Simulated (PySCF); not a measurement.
An unknown shows these calculated signals:

¹H NMR (400 MHz, computed): δ 6.40 (m, 1H), 6.34 (m, 1H), 6.05 (m, 1H), 4.84 (m, 1H), 1.13 (m, 2H), 0.83 (m, 1H), 0.72 (m, 1H), 0.39 (m, 1H), 0.25 (m, 1H), -0.37 (m, 1H).

¹³C{¹H} NMR (computed): δ 145.0 (CH), 142.7 (CH2), 6.9 (CH2), 6.2 (CH2), -2.9 (CH).

- NMR shieldings at PBE0/pcSseg-1/GIAO
- geometry: GFN2-xTB
- code: PySCF 2.14.0 with density-fitted response routines
- averaged over atoms made equivalent by symmetry, fast rotation or ring inversion, gas phase, single conformer, non-relativistic Hamiltonian

Chemical shifts δ = σref − σ; TMS for ¹H (σ = 31.72 ppm) and ¹³C (σ = 186.93 ppm), all at this level.

Q: Which of these does the molecule contain: a Si–H bond, a three-membered ring, an ester, a vinyl group CH=CH2, a tert-butyl group, an NH or NH2 group?

A: 
- A Si–H bond: yes (δH 4.84 (m)).
- A three-membered ring: yes.
- An ester: no.
- A vinyl group CH=CH2: yes (δC 142.7, 145.0; δH 6.05 (m), 6.34 (m), 6.40 (m)).
- A tert-butyl group: no.
- An NH or NH2 group: no.

The data belong to `P[Si@@H](C=C)C1CC1`, C$_{5}$H$_{11}$PSi; they needn't prove each group on their own.

Carbon signals by region: 2 in the sp2 and nitrile region (100–160 ppm), 3 below 50 ppm.

Splittings by ³¹P in the carbon and heteronuclear signals aren't shown, as no couplings were computed. Shifts are as computed. Against solution values, carbons near 30 ppm lie about +3 ppm off and those near 130 ppm about +5 ppm. Of 1211 compounds with measured shifts, 218 miss one by over three times the rms of a fit or turn the order of signals round; such compounds aren't used in these exercises. No couplings were computed; multiplicities are counted from neighbouring protons, with m where these are inequivalent, close in shift, in a saturated or five-membered ring or joined by F or P, and br s for small geminal =CH2 splittings.
